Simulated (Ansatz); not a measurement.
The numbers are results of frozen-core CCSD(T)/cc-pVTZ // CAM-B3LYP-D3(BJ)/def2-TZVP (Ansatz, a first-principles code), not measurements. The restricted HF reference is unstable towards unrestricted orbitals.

Ansatz 0.2 input:
```yaml
crystal:
  periodic: [false, false, false]
  atoms:
    - { symbol: B, position_ang: [1.983994, 0.022434, 0.429504] }
    - { symbol: C, position_ang: [0.65585, -0.250838, 0.136974] }
    - { symbol: N, position_ang: [-0.390402, 0.607484, 0.486878] }
    - { symbol: C, position_ang: [-1.574019, 0.2864, 0.18546] }
    - { symbol: H, position_ang: [3.116912, 0.206936, 0.652934] }
    - { symbol: H, position_ang: [0.418833, -1.181792, -0.391436] }
    - { symbol: H, position_ang: [-1.822217, -0.640796, -0.341882] }
    - { symbol: H, position_ang: [-2.388944, 0.950174, 0.455402] }
basis:
  gaussian: { orbitals: cc-pVTZ }
correlation:
  method: ccsd_t
```

Output:

```
Functional definition: HF
1014 factors; integrals over basis functions are off by at most 1.0e-3 eV
mean field evaluation 1: about -4272.8859 eV, gradient 3.2e1 eV
mean field evaluation 2: about -4272.8894 eV, gradient 3.2e1 eV
mean field evaluation 4: about -4276.0459 eV, gradient 4.7e0 eV
mean field evaluation 8: about -4276.1384 eV, gradient 1.8e-1 eV
mean field evaluation 16: about -4276.1244 eV, gradient 1.5e0 eV
mean field -4276.13874881 eV, -157.1452005477 hartree, gradient 6.1e-6 eV, S^2 0.000000; 0 other end points of the search recorded, 0 dependent functions left out; unrestricted orbitals would lower it
4 core orbitals not correlated
reference -4276.13874881 eV, -157.1452005477 hartree; 10, 10 occupied and 162, 162 virtual orbitals, 1014 factors
second order -16.51615345 eV of doubles, -0.00000000 eV of singles
cycle   1  -16.72374407 eV  change   -2.1e-1 eV  update   9.6e-2
cycle   2  -17.21163974 eV  change   -4.9e-1 eV  update   3.2e-2
cycle   3  -17.31899234 eV  change   -1.1e-1 eV  update   1.6e-2
cycle   4  -17.31178105 eV  change    7.2e-3 eV  update   4.2e-3
cycle   5  -17.31223862 eV  change   -4.6e-4 eV  update   1.9e-3
cycle   6  -17.31276548 eV  change   -5.3e-4 eV  update   5.5e-4
cycle   7  -17.31253977 eV  change    2.3e-4 eV  update   2.9e-4
cycle   8  -17.31252205 eV  change    1.8e-5 eV  update   1.3e-4
cycle   9  -17.31253109 eV  change   -9.0e-6 eV  update   4.9e-5
cycle  10  -17.31250416 eV  change    2.7e-5 eV  update   1.8e-5
cycle  11  -17.31250704 eV  change   -2.9e-6 eV  update   8.1e-6
perturbative correction -0.83030810 eV, -0.0305132600 hartree
Total energy: -4294.28156395 eV, -157.8119367064 hartree
```

Cost: about 90 core-seconds (a rough figure).
